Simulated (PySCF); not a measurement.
Planning a shielding job on `[C@@H]12[C@@H](C=C1)C=C2NC=O`.

Method: GIAO PBE0/pcSseg-1 NMR shielding, non-relativistic, gas phase (PySCF 2.14.0, density-fitted response routines). Geometry: GFN2-xTB, MD frame at 250 fs, 400 K. Work: shieldings, ring-centre shieldings, density fitting. The input is one job of a driver script: a line of settings, then coordinates in Å.

Command:
```bash
OMP_NUM_THREADS=1 python probes_run.py task.json out
```

Input:
```
{"job": {"kind": "nmr", "xc": "PBE0", "basis": "pcSseg-1", "pop": false}, "charge": 0, "multiplicity": 1}
O      1.468600    -1.854500    -0.846900
C      1.660500    -1.689000     0.342500
N      1.203300    -0.575000     1.056000
C      0.094900     0.181700     0.682900
C     -0.510800     1.329900     0.997000
C     -1.716300     1.114400     0.148300
C     -2.729800     0.117700     0.777800
C     -2.055800    -0.989700     0.375500
C     -1.009800    -0.174500    -0.292200
H      2.292700    -2.343600     0.904200
H      1.711800    -0.444300     1.958000
H     -0.269400     2.086200     1.784200
H     -1.937500     1.891000    -0.526500
H     -3.503700     0.224600     1.516100
H     -2.290500    -2.051200     0.456600
H     -0.858700    -0.367700    -1.386200
```

Hardware: an Arm Neoverse N1 with one thread, on a shared host.

Q: How large is the basis?

A: 188 functions for 64 electrons, with 964 fitting functions; the fitted three-index integrals, 964 × 188 × 189/2 numbers of 8 bytes, come to 130 MiB.

Question: Which is nearest to the wall time?
A. 5.7 min
B. 43 min
C. 43 s

Answer: C. The run took 43 s. The SCF took 16 cycles.

The SCF part of the output:
```
coarse grid: 14096 points
cycle   1  E = -400.0679890171  dE =  1.874e+00  |g| = 8.754e-01  |ddm| = 3.827e+00
cycle   2  E = -399.4142933138  dE =  6.537e-01  |g| = 1.986e+00  |ddm| = 2.502e+00
cycle   3  E = -400.2243025251  dE = -8.100e-01  |g| = 1.817e-01  |ddm| = 1.957e+00
cycle   4  E = -400.2301022682  dE = -5.800e-03  |g| = 1.010e-01  |ddm| = 2.513e-01
cycle   5  E = -400.2323444821  dE = -2.242e-03  |g| = 1.810e-02  |ddm| = 9.414e-02
cycle   6  E = -400.2324101271  dE = -6.564e-05  |g| = 7.997e-03  |ddm| = 2.127e-02
cycle   7  E = -400.2324232063  dE = -1.308e-05  |g| = 3.267e-03  |ddm| = 9.473e-03
cycle   8  E = -400.2324255442  dE = -2.338e-06  |g| = 9.975e-04  |ddm| = 3.185e-03
final grid: 138264 points
cycle   9  E = -400.2952550891  dE = -2.545e-05  |g| = 1.290e-02  |ddm| = 4.589e-02
cycle  10  E = -400.2951689569  dE =  8.613e-05  |g| = 2.484e-02  |ddm| = 2.771e-02
cycle  11  E = -400.2952880216  dE = -1.191e-04  |g| = 2.738e-03  |ddm| = 1.844e-02
cycle  12  E = -400.2952896889  dE = -1.667e-06  |g| = 3.357e-04  |ddm| = 2.606e-03
cycle  13  E = -400.2952897061  dE = -1.724e-08  |g| = 1.963e-04  |ddm| = 4.552e-04
cycle  14  E = -400.2952897138  dE = -7.692e-09  |g| = 8.160e-05  |ddm| = 2.313e-04
cycle  15  E = -400.2952897154  dE = -1.566e-09  |g| = 2.106e-05  |ddm| = 8.656e-05
cycle  16  E = -400.2952897155  dE = -9.845e-11  |g| = 6.747e-06  |ddm| = 2.275e-05
converged SCF energy = -400.2952897155
```

On the final grid dE counts from the start density on that grid.

Times come from a shared host and carry two figures at best.
